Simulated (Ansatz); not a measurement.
```yaml
crystal:
  periodic: [false, false, false]
  atoms:
    - {symbol: B, position_ang: [-0.941310, 1.797407, -0.193849]}
    - {symbol: C, position_ang: [-0.089031, 0.541359, -0.427350]}
    - {symbol: O, position_ang: [-0.231950, -0.219604, 0.676301]}
    - {symbol: Si, position_ang: [0.642791, -1.771573, 0.860419]}
    - {symbol: H, position_ang: [-1.051538, 2.651889, -1.194567]}
    - {symbol: H, position_ang: [-1.658651, 2.147963, 0.764341]}
    - {symbol: H, position_ang: [-0.448640, 0.048093, -1.433620]}
    - {symbol: H, position_ang: [0.956706, 0.805703, -0.548640]}
    - {symbol: H, position_ang: [0.207336, -2.396324, 1.950312]}
    - {symbol: H, position_ang: [2.201350, -1.486545, 0.597200]}
    - {symbol: H, position_ang: [0.358105, -2.600396, -0.538264]}
basis:
  gaussian: {orbitals: def2-mTZVPP, point_charges: [{charge: 1.00, position_ang: [5.680, 0.073, 0.502]}]}
hamiltonian: {xc: {name: HF}}
correlation: {active_space: {window: {electrons: 6, orbitals: 2}}}
output: {forces: true}
```

```sh
$ ansatz run in.yaml --threads 2 --pin off --events-out ev --progress --plain --max-ram 4352MiB
```

Shortened log:

```
Functional definition: HF
1152 factors; integrals over basis functions are off by at most 1.4e-3 eV
mean field evaluation 1: about -11709.1037 eV, gradient 3.6e1 eV
mean field evaluation 2: about -11709.1339 eV, gradient 3.6e1 eV
mean field evaluation 4: about -11712.2233 eV, gradient 4.0e0 eV
mean field evaluation 8: about -11712.2772 eV, gradient 1.9e-1 eV
mean field -11712.27732418 eV, -430.4182527971 hartree, gradient 2.6e-6 eV, S^2 0.000000; 0 other end points of the search recorded, 0 dependent functions left out
reference -11712.27732418 eV, -430.4182527971 hartree; 20, 20 occupied and 104, 104 virtual orbitals, 1152 factors
Error: 6 electrons in 2 orbitals form no window around the highest filled level of the reference
```

In this input the active space doesn't fit the electrons. The run stopped with an error.
